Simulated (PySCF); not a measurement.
## Sc²⁺: excitation energy

Sc²⁺ [Ar] 3d1 (2D) → Sc²⁺ [Ar] 4s1 (2S), as a difference of total energies. Computed with PySCF 2.14 in x2c-QZVPPall, with the spin-free X2C one-electron Hamiltonian (Gaussian nucleus). Correlated levels: valence and next inner shell: [Ne] frozen. The calculations carry no spin-orbit coupling.

| method | excitation energy (eV) |
| --- | --- |
| UHF | 2.948 |
| LDA | 3.475 |
| PBE | 3.578 |
| PBE0 | 3.582 |
| r2SCAN | 3.808 |
| wB97M-V | 3.545 |
| LC-wPBE | 3.889 |
| BP86 | 3.658 |
| PBEsol | 3.594 |
| MP2 (valence and next inner shell) | 2.826 |
| SCS-MP2 (valence and next inner shell) | 2.893 |

How much does correlation contribute at MP2 (valence and next inner shell)?

2.826 − (2.948) = -0.122 eV, measured against UHF.

A first-order spin-orbit estimate (lowest level to lowest level, LS coupling) adds 0.016 eV.

The basis was made for the ground configuration and has no added diffuse functions, so the excitation energy can come out too high.
